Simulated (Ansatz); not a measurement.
Gas-phase electronic energies from Ansatz, PBE0-D4/def2-TZVP geometries. CBS: MP2 limit from def2 TZ/QZ plus the TZ coupled-cluster correction, frozen cores. DFT in def2-TZVPP. B3LYP here is the variant with VWN-RPA as its local correlation; programs differ in this. Each species was taken in one conformer, which may not be the lowest.

`CO[Si]([SiH3])(Cl)Cl` + `CSC(O)S` → `CSC([SiH3])S` + `CO[Si](O)(Cl)Cl`  (formal exchange of groups at the Si–Si bond)

```json
{"level": "PBE0-D4", "ΔE (kJ/mol)": "-165.2"}
{"level": "B3LYP", "ΔE (kJ/mol)": "-168.4"}
{"level": "SCS-MP2/def2-TZVPP", "ΔE (kJ/mol)": "-191.5"}
{"level": "MP2/def2-QZVPP", "ΔE (kJ/mol)": "-198.0"}
```

Problem. What does CCSD(T)/CBS give? (An estimate is asked.)

Solution. Ansatz gave: -184.6 kJ/mol. The listed levels differ from it by 19.4, 16.2, -6.9, -13.4 kJ/mol.

Largest T1 diagnostic among the species: 0.011.

From PBE to PBE0 (25 % exact exchange), in def2-TZVPP and without D4, ΔE moves by −12.7 kJ/mol. The D4 term adds −3.5 kJ/mol with B3LYP and −1.6 kJ/mol with PBE0; it sums over pairs of atoms, weighted by their polarisabilities, and B3LYP, whose exchange is more repulsive, gets the larger term.
